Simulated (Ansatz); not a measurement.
Ansatz (a first-principles code) input (PBE/6-31G*):

Ansatz 0.2 input:
```yaml
crystal:
  periodic: [false, false, false]
  atoms:
    - {symbol: C, position_ang: [-1.15705400, 0.06657300, -0.33124100]}
    - {symbol: F, position_ang: [-1.77104700, -0.89282500, -1.01327400]}
    - {symbol: F, position_ang: [-1.64448900, 0.17430900, 0.89060000]}
    - {symbol: C, position_ang: [0.31696700, 0.10632400, -0.49266200]}
    - {symbol: Cl, position_ang: [1.10543100, -1.31862200, 0.31483000]}
    - {symbol: Cl, position_ang: [0.96583700, 1.63616200, 0.13174400]}
    - {symbol: H, position_ang: [0.56879400, 0.03108000, -1.54428100]}
basis:
  gaussian:
    orbitals: 6-31G*
hamiltonian:
  xc: {name: PBE}
magnetization: {spin_polarized: true, initial_magnetization: 1}
relax: {f_tol: 0.003, max_steps: 120}
```

Output:

```
Functional definition: PBE
integrals: 0.04 GiB planned
1076 factors; their error is unknown
mean field: 0.33 GiB planned
mean field evaluation 1: about -32546.8950 eV, gradient 2.0e1 eV
mean field evaluation 2: about -32545.5128 eV, gradient 2.7e1 eV
mean field evaluation 4: about -32548.4612 eV, gradient 1.1e0 eV
mean field evaluation 8: about -32548.4632 eV, gradient 3.7e-2 eV
mean field evaluation 16: about -32548.3922 eV, gradient 3.5e-4 eV
mean field -32548.39222795 eV, -1196.1313522844 hartree, gradient 2.5e-5 eV, S^2 0.752197; 0 other end points of the search recorded, 0 dependent functions left out
the calculation of the forces begins
reference -32548.39224902 eV, -1196.1313530587 hartree; 33, 32 occupied and 67, 68 virtual orbitals, 1076 factors
relax step   1: F+E_penalty+E_count = -32548.39222795 eV  Δ(F+E_penalty+E_count) = +0.000e0 eV  max|allowed force component| = 5.563e-1 eV/Å  Δτ_max = 0.0000 Å  (31 SCF iters, accepted)
these checks for a lower state are left out or cut short: starts, cluster_reference, orbital_swaps, neighbouring_geometries, increment
integrals: 0.04 GiB planned
1076 factors; their error is unknown
mean field: 0.33 GiB planned
mean field -32548.40857696 eV, -1196.1319530997 hartree, gradient 1.9e-5 eV, S^2 0.752249; 0 other end points of the search recorded, 0 dependent functions left out
the calculation of the forces begins
reference -32548.40859808 eV, -1196.1319538757 hartree; 33, 32 occupied and 67, 68 virtual orbitals, 1076 factors
relax step   2: F+E_penalty+E_count = -32548.40857696 eV  Δ(F+E_penalty+E_count) = -1.635e-2 eV  max|allowed force component| = 2.052e-1 eV/Å  Δτ_max = 0.0198 Å  (32 SCF iters, accepted)
these checks for a lower state are left out or cut short: starts, cluster_reference, orbital_swaps, neighbouring_geometries, increment
integrals: 0.04 GiB planned
1076 factors; their error is unknown
mean field: 0.33 GiB planned
mean field evaluation 32: about -32548.4127 eV, gradient 1.9e-5 eV
mean field -32548.41272137 eV, -1196.1321054040 hartree, gradient 1.9e-5 eV, S^2 0.752312; 0 other end points of the search recorded, 0 dependent functions left out
the calculation of the forces begins
reference -32548.41274255 eV, -1196.1321061820 hartree; 33, 32 occupied and 67, 68 virtual orbitals, 1076 factors
relax step   3: F+E_penalty+E_count = -32548.41272137 eV  Δ(F+E_penalty+E_count) = -4.144e-3 eV  max|allowed force component| = 8.954e-2 eV/Å  Δτ_max = 0.0121 Å  (33 SCF iters, accepted)
these checks for a lower state are left out or cut short: starts, cluster_reference, orbital_swaps, neighbouring_geometries, increment
integrals: 0.04 GiB planned
1076 factors; their error is unknown
mean field: 0.33 GiB planned
mean field -32548.41313364 eV, -1196.1321205546 hartree, gradient 1.9e-5 eV, S^2 0.752337; 0 other end points of the search recorded, 0 dependent functions left out
the calculation of the forces begins
reference -32548.41315484 eV, -1196.1321213334 hartree; 33, 32 occupied and 67, 68 virtual orbitals, 1076 factors
relax step   4: F+E_penalty+E_count = -32548.41313364 eV  Δ(F+E_penalty+E_count) = -4.123e-4 eV  max|allowed force component| = 5.488e-2 eV/Å  Δτ_max = 0.0048 Å  (35 SCF iters, accepted)
these checks for a lower state are left out or cut short: starts, cluster_reference, orbital_swaps, neighbouring_geometries, increment
integrals: 0.04 GiB planned
1076 factors; their error is unknown
mean field: 0.33 GiB planned
mean field -32548.41340345 eV, -1196.1321304699 hartree, gradient 1.9e-5 eV, S^2 0.752371; 0 other end points of the search recorded, 0 dependent functions left out
the calculation of the forces begins
reference -32548.41342467 eV, -1196.1321312496 hartree; 33, 32 occupied and 67, 68 virtual orbitals, 1076 factors
relax step   5: F+E_penalty+E_count = -32548.41340345 eV  Δ(F+E_penalty+E_count) = -2.698e-4 eV  max|allowed force component| = 1.375e-2 eV/Å  Δτ_max = 0.0077 Å  (34 SCF iters, accepted)
these checks for a lower state are left out or cut short: starts, cluster_reference, orbital_swaps, neighbouring_geometries, increment
integrals: 0.04 GiB planned
1076 factors; their error is unknown
mean field: 0.33 GiB planned
mean field -32548.41337327 eV, -1196.1321293608 hartree, gradient 1.9e-5 eV, S^2 0.752379; 0 other end points of the search recorded, 0 dependent functions left out
the calculation of the forces begins
reference -32548.41339449 eV, -1196.1321301407 hartree; 33, 32 occupied and 67, 68 virtual orbitals, 1076 factors
relax step   6: F+E_penalty+E_count = -32548.41337327 eV  Δ(F+E_penalty+E_count) = +3.018e-5 eV  max|allowed force component| = 2.431e-2 eV/Å  Δτ_max = 0.0043 Å  (34 SCF iters, rejected (line search))
these checks for a lower state are left out or cut short: starts, cluster_reference, orbital_swaps, neighbouring_geometries, increment
integrals: 0.04 GiB planned
1076 factors; their error is unknown
mean field: 0.33 GiB planned
mean field -32548.41342568 eV, -1196.1321312866 hartree, gradient 1.1e-5 eV, S^2 0.752374; 0 other end points of the search recorded, 0 dependent functions left out
the calculation of the forces begins
reference -32548.41344690 eV, -1196.1321320665 hartree; 33, 32 occupied and 67, 68 virtual orbitals, 1076 factors
relax step   7: F+E_penalty+E_count = -32548.41342568 eV  Δ(F+E_penalty+E_count) = -2.222e-5 eV  max|allowed force component| = 3.762e-3 eV/Å  Δτ_max = 0.0021 Å  (26 SCF iters, accepted)
these checks for a lower state are left out or cut short: starts, cluster_reference, orbital_swaps, neighbouring_geometries, increment
integrals: 0.04 GiB planned
1076 factors; their error is unknown
mean field: 0.33 GiB planned
mean field evaluation 64: about -32548.4134 eV, gradient 1.4e-4 eV
mean field -32548.41343043 eV, -1196.1321314612 hartree, gradient 1.1e-5 eV, S^2 0.752374; 0 other end points of the search recorded, 0 dependent functions left out
the calculation of the forces begins
reference -32548.41345166 eV, -1196.1321322414 hartree; 33, 32 occupied and 67, 68 virtual orbitals, 1076 factors
relax step   8: F+E_penalty+E_count = -32548.41343043 eV  Δ(F+E_penalty+E_count) = -4.750e-6 eV  max|allowed force component| = 5.443e-3 eV/Å  Δτ_max = 0.0022 Å  (25 SCF iters, accepted)
these checks for a lower state are left out or cut short: starts, cluster_reference, orbital_swaps, neighbouring_geometries, increment
integrals: 0.04 GiB planned
1076 factors; their error is unknown
mean field: 0.33 GiB planned
mean field -32548.41343157 eV, -1196.1321315030 hartree, gradient 6.9e-5 eV, S^2 0.752376; 0 other end points of the search recorded, 0 dependent functions left out
the calculation of the forces begins
reference -32548.41345280 eV, -1196.1321322833 hartree; 33, 32 occupied and 67, 68 virtual orbitals, 1076 factors
relax step   9: F+E_penalty+E_count = -32548.41343157 eV  Δ(F+E_penalty+E_count) = -1.138e-6 eV  max|allowed force component| = 1.902e-3 eV/Å  Δτ_max = 0.0011 Å  (22 SCF iters, accepted)
integrals: 0.04 GiB planned
1076 factors; their error is unknown
mean field: 0.33 GiB planned
mean field -32548.41343157 eV, -1196.1321315030 hartree, gradient 6.9e-5 eV, S^2 0.752376; 1 other end points of the search recorded, 0 dependent functions left out
the calculation of the forces begins
reference -32548.41345280 eV, -1196.1321322833 hartree; 33, 32 occupied and 67, 68 virtual orbitals, 1076 factors
Total energy: -32548.41345280 eV, -1196.1321322833 hartree
Atom 0 at    -1.162147     0.062252    -0.332186 Å, force     0.001061     0.001730    -0.000951 eV/Å
Atom 1 at    -1.774177    -0.915306    -1.008988 Å, force     0.000321    -0.000292     0.000351 eV/Å
Atom 2 at    -1.661879     0.213169     0.891264 Å, force     0.000788    -0.000480    -0.000450 eV/Å
Atom 3 at     0.312132     0.110235    -0.493884 Å, force    -0.001902    -0.001368     0.000668 eV/Å
Atom 4 at     1.132837    -1.347249     0.305503 Å, force     0.000410    -0.000554     0.000481 eV/Å
Atom 5 at     0.964258     1.642698     0.151054 Å, force    -0.000044     0.000720     0.000365 eV/Å
Atom 6 at     0.573415     0.037203    -1.557047 Å, force    -0.000634     0.000244    -0.000465 eV/Å
Dipole moment:    -0.106841     0.080867    -0.288768 e Å
```

The geometry given is a B3LYP-D3(BJ)/def2-TZVP minimum.
